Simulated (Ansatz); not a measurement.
```yaml
crystal:
  periodic: [false, false, false]
  atoms:
    - {symbol: B, position_ang: [-0.061393, 0.962556, -1.088848]}
    - {symbol: C, position_ang: [-0.090555, -0.174214, 0.079325]}
    - {symbol: O, position_ang: [0.462956, -1.315933, 0.056792]}
    - {symbol: O, position_ang: [-0.599362, -0.265710, 1.251456]}
    - {symbol: Cl, position_ang: [1.437251, 1.481052, -0.189057]}
    - {symbol: H, position_ang: [-0.877162, 1.587031, -0.898550]}
    - {symbol: H, position_ang: [0.234324, 0.315029, -1.804568]}
    - {symbol: H, position_ang: [0.602104, -1.928237, 0.943664]}
    - {symbol: H, position_ang: [-0.500434, -0.787596, 2.110558]}
basis:
  gaussian: {orbitals: 6-31G, fitting: {mean_field: def2-universal-jkfit}}
hamiltonian: {xc: {name: LC-wPBE}}
scf: {lower_state_search: off}
relax: {f_tol: 0.001, max_steps: 2}
```

```sh
$ ansatz run in.yaml --threads 2 --pin off --events-out ev --progress --plain --max-ram 4352MiB
```

How does Ansatz answer? (Estimate.)

Ansatz gave: The run did not converge.
```
Functional definition: LC-wPBE
504 factors; integrals over basis functions are off by at most 3.8e-2 eV
504 factors; integrals over basis functions are off by at most 7.7e-7 eV
mean field evaluation 1: about -18377.0283 eV, gradient 4.3e1 eV
mean field evaluation 2: about -18378.1035 eV, gradient 4.0e1 eV
mean field evaluation 4: about -18380.6524 eV, gradient 1.1e0 eV
mean field evaluation 8: about -18380.6574 eV, gradient 2.4e-2 eV
mean field evaluation 16: about -18380.6574 eV, gradient 3.3e-6 eV
mean field -18380.65740429 eV, -675.4767007505 hartree, gradient 3.3e-6 eV, S^2 0.000000; 0 other end points of the search recorded, 0 dependent functions left out
reference -18380.65740429 eV, -675.4767007507 hartree; 24, 24 occupied and 33, 33 virtual orbitals, 504 factors
relax step   1: F+E_penalty+E_count = -18380.65740429 eV  Δ(F+E_penalty+E_count) = +0.000e0 eV  max|allowed force component| = 7.280e0 eV/Å  Δτ_max = 0.0000 Å  (15 SCF iters, accepted)
504 factors; integrals over basis functions are off by at most 4.1e-2 eV
504 factors; integrals over basis functions are off by at most 6.5e-7 eV
mean field -18383.92849820 eV, -675.5969112345 hartree, gradient 2.7e-6 eV, S^2 0.000000; 0 other end points of the search recorded, 0 dependent functions left out
reference -18383.92849820 eV, -675.5969112347 hartree; 24, 24 occupied and 33, 33 virtual orbitals, 504 factors
relax step   2: F+E_penalty+E_count = -18383.92849820 eV  Δ(F+E_penalty+E_count) = -3.271e0 eV  max|allowed force component| = 1.990e0 eV/Å  Δτ_max = 0.1962 Å  (25 SCF iters, accepted)
Error: geometry relaxation did not converge after 2 steps: max|allowed force component| = 1.99e0 eV/Å (threshold 1.0e-3). Raise `relax.max_steps` over both its present limit and 2, loosen `relax.f_tol`, or start from a geometry closer to equilibrium. Where this run's directory can be resumed (`checkpoint.write`), a resume goes on for up to `relax.max_steps` more
```
